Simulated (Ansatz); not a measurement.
Reactions of Cl$_{3}$H$_{2}$NTi (`[NH2][Ti]([Cl])([Cl])[Cl]`).

Isolated molecules relaxed with PBE0-D4/def2-TZVP in Ansatz; ΔE leaves out vibrations. CBS: MP2 limit from def2 TZ/QZ plus the TZ coupled-cluster correction, frozen cores. DFT in def2-TZVPP. B3LYP here is the variant with VWN-RPA as its local correlation; programs differ in this. Elements past krypton have def2 core potentials. For Ga, I, Ti outer-core shells are correlated without core-valence functions, which leaves a few kJ/mol of doubt a bond. Scalar relativity is left out up to krypton. One conformer a species, not always the lowest.

```tsv
reaction	B3LYP-D4 (kcal/mol)	r2SCAN-D4 (kcal/mol)	HF/CBS(def2) (kcal/mol)	CCSD(T)/CBS(def2) (kcal/mol)
`[NH2][Ti]([Cl])([Cl])[Cl]` + `C[Si](N)(O)[SiH3]` → `[NH2][Ti]([NH2])([Cl])[Cl]` + `C[Si](O)([SiH3])Cl`	6.0	6.8	5.8	5.4
`[NH2][Ti]([Cl])([Cl])[Cl]` + `CC1=CC(C(F)(F)F)=[O+][Ga-]([CH3])([CH3])[O]1` → `CC1=CC(C(F)(F)F)=[O+][Ti-]([Cl])([Cl])([Cl])[O]1` + `[CH3][Ga]([CH3])[NH2]`	11.0	10.3	13.8	9.0
`[NH2][Ti]([Cl])([Cl])[Cl]` + `C[SiH2]S[SiH2]F` → `C[SiH2][S][Ti]([Cl])([Cl])[Cl]` + `N[SiH2]F`	-8.5	-8.1	-3.9	-9.2
`[NH2][Ti]([Cl])([Cl])[Cl]` + `CI` → `[Cl][Ti]([Cl])([Cl])[I]` + CH₃NH₂	-6.1	-7.2	-3.0	-6.0
```

Largest T1 diagnostic: 0.025, for `[NH2][Ti]([NH2])([Cl])[Cl]`.
